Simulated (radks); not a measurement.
The numbers below are computed, except where a source is named.
The iodine anion I-, [Xe], held by a Watson sphere: a shell of charge +1 at radius R that stands for the Madelung well of a crystal (potential energy -1/R inside, -1/r outside, in hartree with lengths in bohr). Code: a radial shooting solver on a logarithmic mesh with Libxc functionals. Model: scalar-relativistic Kohn-Sham, LDA (Slater exchange, Perdew-Wang correlation), spin-polarised, spherical densities, finite nucleus; Fermi nuclear charge, rms radius of each element as measured or else 0.836 A^(1/3) + 0.57 fm. Response by self-consistent Sternheimer equations with the Hartree and adiabatic LDA kernel, the relativistic mass of each level held fixed and spin-orbit coupling left out. The sphere does not respond.

R (bohr)  e(4d) (eV)  e(5s) (eV)  e(5p) (eV)  <r> 5p (bohr)  sum of <r^2> (bohr^2)  X-ray form factor at sin(theta)/lambda = 0.1 1/angstrom  alpha (bohr^3)
3.38         -48.873     -16.834      -6.886          2.572                  72.73                                                   49.580           45.25
3.47         -48.797     -16.731      -6.792          2.580                  73.06                                                   49.569           46.24
3.72         -48.584     -16.456      -6.534          2.599                  73.91                                                   49.540           48.96
4.21         -48.171     -15.957      -6.047          2.630                  75.28                                                   49.499           54.17
4.4          -48.014     -15.777      -5.868          2.639                  75.73                                                   49.486           56.10
4.64         -47.821     -15.561      -5.652          2.649                  76.22                                                   49.473           58.43
5.7          -47.047     -14.735      -4.818          2.678                  77.74                                                   49.440           67.18
